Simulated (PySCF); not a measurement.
SbSe₂: from structure and modes to constants

These are results of UPBE0/[Sb def2-SVP with ECP28, Se def2-SVP], scalar-relativistic core potentials, density fitting, no spin–orbit coupling, PySCF, not measurements.

The doublet minimum has C2v symmetry. Masses (u): Sb 120.90382, Se 79.91652.

```xyz
3
charge 0 multiplicity 2, angstrom
Sb    0.0000    0.0000   -0.6385
Se    2.1023    0.0000    0.4831
Se   -2.1023    0.0000    0.4831
```

Harmonic wavenumbers (cm⁻¹): 85.9 (a1, ×1), 263.7 (b2, ×1), 268.2 (a1, ×1).

(1) What is the harmonic zero-point energy?

(2) Give the standard entropy (298.15 K, 1 bar) by its translational, rotational, vibrational and spin parts, and Cp.

Results:

(1) Half the sum of all 3 wavenumbers, 618/2 = 309 cm⁻¹, which is 3.7 kJ/mol (1 cm⁻¹ = 0.0119627 kJ/mol).

(2) Sackur–Tetrode with M = 280.74 u gives 179.2; rotation with symmetry number 2 gives 116.3; vibration 29.3; spin R ln 2 = 5.8. The total is 330.5 J/(mol K), and Cp = 4 R + 22.7 = 56.0 J/(mol K).

Other isomers or separated fragments may lie lower. With an element this heavy the missing spin–orbit coupling can shift these numbers.
